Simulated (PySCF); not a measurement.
# Correlation energy of Yb⁵⁸⁺ (ytterbium, charge +58)

[Ne] 3s2, closed-shell 1S. Computed with PySCF 2.14 in an even-tempered Gaussian basis (16 s from 16 bohr⁻², ratio 2.5; 10 p from 20 bohr⁻², ratio 2.5; 4 d from 74 bohr⁻², ratio 2.7; 4 f from 110 bohr⁻², ratio 2.7), with the non-relativistic Hamiltonian (point nucleus). Frozen: 1s2; 10 electrons correlated; the 17 highest virtual orbitals of each spin left out.

| level | correlation energy (mhartree) |
| --- | --- |
| CCSD | -583.85 |
| (T) | -1.76 |
| CCSD(T) | -585.61 |

Diagnostics: T1 = 0.00019, D1 = 0.0006, largest double amplitude 0.086.

Task: Is a single reference adequate?

Result: Mostly. T1 lies below 0.03, but a double amplitude of this size points to a near-degeneracy that CCSD handles and MP2 describes poorly.

At this charge a non-relativistic calculation is a model, useful for the Z dependence of the correlation energy.
